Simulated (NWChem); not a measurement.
All runs are NWChem calculations. System: BrCl, charge 1, spin multiplicity 2, at the geometry of a parent with another charge or spin, in a state set for the comparison that need not be this species' ground state. Its SCF solution wasn't tested for a lower state. Level: UPBE/cc-pVTZ.

NWChem printed:

```
             Northwest Computational Chemistry Package (NWChem) 7.3.0
             --------------------------------------------------------

                                NWChem Input Module
                                -------------------

 Scaling coordinates for geometry "geometry" by  1.889725989
 (inverse scale =  0.529177249)

 Turning off AUTOSYM since
 SYMMETRY directive was detected!

                             Geometry "geometry" -> ""
                             -------------------------

 Output coordinates in angstroms (scale by  1.889725989 to convert to a.u.)

  No.       Tag          Charge          X              Y              Z
 ---- ---------------- ---------- -------------- -------------- --------------
    1 Cl                  17.0000     0.00000000     0.00000000     1.47757800
    2 Br                  35.0000     0.00000000     0.00000000    -0.71768100

 Effective nuclear repulsion energy (a.u.)     143.4274785594

            Nuclear Dipole moment (a.u.)
            ----------------------------
        X                 Y               Z
 ---------------- ---------------- ----------------
     0.0000000000     0.0000000000    -0.0000170075

      Symmetry information
      --------------------

 Group name             C2v
 Group number             16
 Group order               4
 No. of unique centers     2

      Symmetry unique atoms

     1    2


 Summary of "ao basis" -> "" (spherical)
 ------------------------------------------------------------------------------
       Tag                 Description            Shells   Functions and Types
 ---------------- ------------------------------  ------  ---------------------
 *                          cc-pvtz                   on all atoms

  pbe96 is a nonlocal functional; adding pw91lda local functional.

                                 NWChem DFT Module
                                 -----------------

 Summary of "ao basis" -> "ao basis" (spherical)
 ------------------------------------------------------------------------------
       Tag                 Description            Shells   Functions and Types
 ---------------- ------------------------------  ------  ---------------------
 Cl                         cc-pvtz                 12       34   5s4p2d1f
 Br                         cc-pvtz                 15       43   6s5p3d1f

 Summary of "ao basis" -> "ao basis" (spherical)
 ------------------------------------------------------------------------------
       Tag                 Description            Shells   Functions and Types
 ---------------- ------------------------------  ------  ---------------------
 Cl                         cc-pvtz                 12       34   5s4p2d1f
 Br                         cc-pvtz                 15       43   6s5p3d1f

      Symmetry analysis of basis
      --------------------------

        a1         34
        a2          7
        b1         18
        b2         18

            General Information
            -------------------
          SCF calculation type: DFT
          Wavefunction type:  spin polarized.
          No. of atoms     :     2
          No. of electrons :    51
           Alpha electrons :    26
            Beta electrons :    25
          Charge           :     1
          Spin multiplicity:     2
          Use of symmetry is: on ; symmetry adaption is: on
          Maximum number of iterations: 100
          AO basis - number of functions:    77
                     number of shells:    27
          Convergence on energy requested:  1.00D-06
          Convergence on density requested:  1.00D-05
          Convergence on gradient requested:  5.00D-04

              XC Information
              --------------
          PerdewBurkeErnzerhof Exchange Functional  1.000
            Perdew 1991 LDA Correlation Functional  1.000 local
           PerdewBurkeErnz. Correlation Functional  1.000 non-local

             Grid Information
             ----------------
          Grid used for XC integration:  medium
          Radial quadrature: Mura-Knowles
          Angular quadrature: Lebedev.
          Tag              B.-S. Rad. Rad. Pts. Rad. Cut. Ang. Pts.
          ---              ---------- --------- --------- ---------
[...]
    37     -0.469286  2 Br s                 68     -0.331962  2 Br d  0
    25     -0.318834  1 Cl d  0              46     -0.218414  2 Br pz
     3     -0.209596  1 Cl s                 36     -0.131964  2 Br s

 Vector   29  Occ=0.000000D+00  E=-5.574946D-02  Symmetry=b2
              MO Center= -5.8D-16, -2.1D-14,  8.5D-02, r^2= 2.6D+00
   Bfn.  Coefficient  Atom+Function         Bfn.  Coefficient  Atom+Function
  ----- ------------  ---------------      ----- ------------  ---------------
    67      0.672059  2 Br d -1              24     -0.406754  1 Cl d -1
    10     -0.174447  1 Cl py                57     -0.161332  2 Br d -1
    19     -0.136542  1 Cl d -1              62      0.100451  2 Br d -1
    54     -0.080005  2 Br py                13     -0.068515  1 Cl py
    51     -0.048448  2 Br py                16      0.046731  1 Cl py

                     DFT Final Beta Molecular Orbital Analysis
                     -----------------------------------------

 Vector   23  Occ=1.000000D+00  E=-6.127781D-01  Symmetry=b2
              MO Center= -6.1D-16,  9.2D-15,  5.7D-01, r^2= 2.1D+00
   Bfn.  Coefficient  Atom+Function         Bfn.  Coefficient  Atom+Function
  ----- ------------  ---------------      ----- ------------  ---------------
    10      0.439546  1 Cl py                48      0.375880  2 Br py
    16      0.208417  1 Cl py                13      0.205560  1 Cl py
    51      0.198956  2 Br py                54      0.136062  2 Br py
    67      0.046474  2 Br d -1              24     -0.042951  1 Cl d -1

 Vector   24  Occ=1.000000D+00  E=-6.125287D-01  Symmetry=b1
              MO Center= -8.9D-16, -4.4D-16,  5.7D-01, r^2= 2.1D+00
   Bfn.  Coefficient  Atom+Function         Bfn.  Coefficient  Atom+Function
  ----- ------------  ---------------      ----- ------------  ---------------
     9      0.441785  1 Cl px                47      0.380299  2 Br px
    12      0.206448  1 Cl px                15      0.205733  1 Cl px
    50      0.197998  2 Br px                53      0.134469  2 Br px
    69     -0.042277  2 Br d  1              26      0.039290  1 Cl d  1

 Vector   25  Occ=1.000000D+00  E=-5.340814D-01  Symmetry=b1
              MO Center= -4.1D-16, -4.7D-16,  1.8D-01, r^2= 2.5D+00
   Bfn.  Coefficient  Atom+Function         Bfn.  Coefficient  Atom+Function
  ----- ------------  ---------------      ----- ------------  ---------------
    47      0.490272  2 Br px                 9     -0.403760  1 Cl px
    50      0.267058  2 Br px                15     -0.219693  1 Cl px
    53      0.208226  2 Br px                12     -0.197830  1 Cl px

 Vector   26  Occ=0.000000D+00  E=-5.322427D-01  Symmetry=b2
              MO Center= -6.1D-16, -4.7D-16,  1.8D-01, r^2= 2.5D+00
   Bfn.  Coefficient  Atom+Function         Bfn.  Coefficient  Atom+Function
  ----- ------------  ---------------      ----- ------------  ---------------
    48      0.487642  2 Br py                10     -0.402780  1 Cl py
    51      0.270463  2 Br py                16     -0.221208  1 Cl py
    54      0.209878  2 Br py                13     -0.197384  1 Cl py

 Vector   27  Occ=0.000000D+00  E=-4.481945D-01  Symmetry=a1
              MO Center= -5.6D-16, -6.1D-16,  2.3D-01, r^2= 2.8D+00
   Bfn.  Coefficient  Atom+Function         Bfn.  Coefficient  Atom+Function
  ----- ------------  ---------------      ----- ------------  ---------------
    49      0.514511  2 Br pz                11      0.457097  1 Cl pz
    17      0.316679  1 Cl pz                55      0.300949  2 Br pz
    52      0.276085  2 Br pz                14      0.223185  1 Cl pz
     5     -0.186667  1 Cl s                 38      0.133866  2 Br s
    40      0.126043  2 Br s                  3     -0.124510  1 Cl s

 Vector   28  Occ=0.000000D+00  E=-6.894104D-02  Symmetry=a1
              MO Center=  3.2D-16,  6.9D-16, -3.7D-02, r^2= 3.6D+00
   Bfn.  Coefficient  Atom+Function         Bfn.  Coefficient  Atom+Function
  ----- ------------  ---------------      ----- ------------  ---------------
    55      1.033976  2 Br pz                40      0.841700  2 Br s
    38     -0.639020  2 Br s                 49     -0.573401  2 Br pz
    37     -0.460572  2 Br s                 25     -0.321121  1 Cl d  0
    68     -0.310372  2 Br d  0              46     -0.232240  2 Br pz
     3     -0.212506  1 Cl s                  5     -0.147116  1 Cl s

   alpha - beta orbital overlaps
   -----------------------------

   alpha      1      2      3      4      5      6      7      8      9     10
    beta      1      2      3      4      5      6      7      8      9     10
 overlap   1.000  1.000  1.000  1.000  1.000  1.000  1.000  1.000  1.000  1.000

   alpha     11     12     13     14     15     16     17     18     19     20
    beta     11     12     13     14     15     16     17     18     19     20
 overlap   1.000  1.000  1.000  1.000  0.993  1.000  1.000  1.000  0.993  1.000

   alpha     21     22     23     24     25     26     27     28     29     30
    beta     21     22     23     24     26     25     27     28     29     30
 overlap   1.000  1.000  0.999  1.000  0.999  1.000  1.000  0.994  1.000  1.000

   alpha     31     32     33     34     35     36     37     38     39     40
    beta     31     32     33     34     35     36     37     38     40     39
 overlap   0.992  0.999  1.000  1.000  0.978  0.990  0.999  1.000  0.991  1.000

   alpha     41     42     43     44     45     46     47     48     49     50
    beta     41     42     44     43     45     47     49     46     48     52
 overlap   0.992  0.998  1.000  1.000  1.000  0.986  0.875  0.966  1.000  0.985

   alpha     51     52     53     54     55     56     57     58     59     60
    beta     51     50     53     56     55     54     57     58     59     61
 overlap   0.966  0.875  0.999  0.996  1.000  1.000  0.996  0.999  1.000  0.995

   alpha     61     62     63     64     65     66     67     68     69     70
    beta     60     63     62     64     65     67     66     68     69     71
 overlap   1.000  1.000  0.999  0.994  0.994  0.999  0.999  1.000  0.993  1.000

   alpha     71     72     73     74     75     76     77
    beta     70     72     73     74     75     76     77
 overlap   1.000  0.999  1.000  1.000  1.000  1.000  1.000

     --------------------------
     Expectation value of S2:
     --------------------------
      <S2> =      0.7517 (Exact =     0.7500)

 center of mass
 --------------
 x =   0.00000000 y =   0.00000000 z =  -0.09351718

 moments of inertia (a.u.)
 ------------------
         418.622298661705           0.000000000000           0.000000000000
           0.000000000000         418.622298661705           0.000000000000
           0.000000000000           0.000000000000           0.000000000000

     Multipole analysis of the density
     ---------------------------------

     L   x y z        total         alpha         beta         nuclear
     -   - - -        -----         -----         ----         -------
     0   0 0 0      1.000000    -26.000000    -25.000000     52.000000

     1   1 0 0     -0.000000     -0.000000     -0.000000      0.000000
     1   0 1 0      0.000000     -0.000000      0.000000      0.000000
     1   0 0 1      0.183427     -0.064283      0.247728     -0.000017

     2   2 0 0    -20.896982    -10.788625    -10.108357      0.000000
     2   1 1 0      0.000000      0.000000      0.000000      0.000000
     2   1 0 1     -0.000000     -0.000000      0.000000      0.000000
     2   0 2 0    -19.388302    -10.946172     -8.442130      0.000000
     2   0 1 1     -0.000000      0.000000     -0.000000      0.000000
     2   0 0 2    -12.175127   -107.373260   -101.718692    196.916826

 Task  times  cpu:       34.0s     wall:       34.0s

 Total times  cpu:       34.0s     wall:       34.0s
```

Q: Write an NWChem input that would produce this output.

A: This is not unique; one that fits is 
```
start mol
memory heap 200 mb stack 900 mb global 1100 mb
charge 1
geometry units angstroms nocenter noautoz
  Cl     0.000000     0.000000     1.477578
  Br     0.000000     0.000000    -0.717681
  symmetry group C2v
end
basis spherical
  * library cc-pvtz
end
dft
  xc xpbe96 cpbe96
  odft
  mult 2
  semidirect memsize 60000000 filesize 0
  iterations 100
end
task dft energy
```
